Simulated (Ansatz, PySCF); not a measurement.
Noncovalent pair: CH4 (SMILES C) (first 5 atoms) with C2H6O (SMILES COC); geometry from B3LYP-D3(BJ)/def2-TZVP, rigid monomers moved along the line of their centres of mass till H5···O7 is 2.30 Å.
(charge 0, multiplicity 1):
```xyz
14

C      0.100     0.048    -0.377
H      1.147     0.285    -0.565
H     -0.509     0.434    -1.193
H     -0.019    -1.034    -0.320
H     -0.214     0.501     0.563
C      1.117     0.240     3.009
O     -0.268     0.465     2.865
C     -1.023    -0.719     2.995
H      1.492    -0.451     2.243
H      1.353    -0.174     3.998
H      1.618     1.200     2.897
H     -0.745    -1.457     2.232
H     -2.071    -0.453     2.868
H     -0.885    -1.173     3.985
```

Interaction energies are E(AB) − E(A) − E(B) at the monomers' geometry in the complex; basis-set methods are counterpoise corrected. Rows marked so take none.

Cores are frozen in the correlated methods. Rows in 6-31G*, STO-3G carry no dispersion term and start afresh at each structure (6-31G* with six Cartesian d functions). MP2/6-31G* freezes PySCF's default core.

The values were computed with Ansatz (Gaussian basis) for Hartree–Fock, density functionals and correlated methods; PySCF for 6-31G* rows, STO-3G rows, the dispersion terms. Each number belongs to the level named beside it.

| level | interaction energy (kcal/mol) |
|---|---|
| HF/STO-3G (no counterpoise) | 0.63 |
| PBE-D3(BJ)/def2-TZVPPD | -1.06 |
| r2SCAN-D3(BJ)/def2-TZVPPD | -0.98 |
| B3LYP/def2-TZVPPD | ? |
| PBE0-D3(BJ)/def2-TZVPPD | -0.96 |
| MP2/6-31G* | 0.61 |
| MP2/6-31G* (no counterpoise) | ? |
| MP2/aug-cc-pVDZ | -0.53 |
| CCSD(T)/aug-cc-pVDZ | -0.52 |

Task: What belongs in the gaps?

Result: 
- B3LYP/def2-TZVPPD, interaction energy (kcal/mol): 1.13
- MP2/6-31G* (no counterpoise), interaction energy (kcal/mol): -1.27

Ansatz is an electronic-structure program.
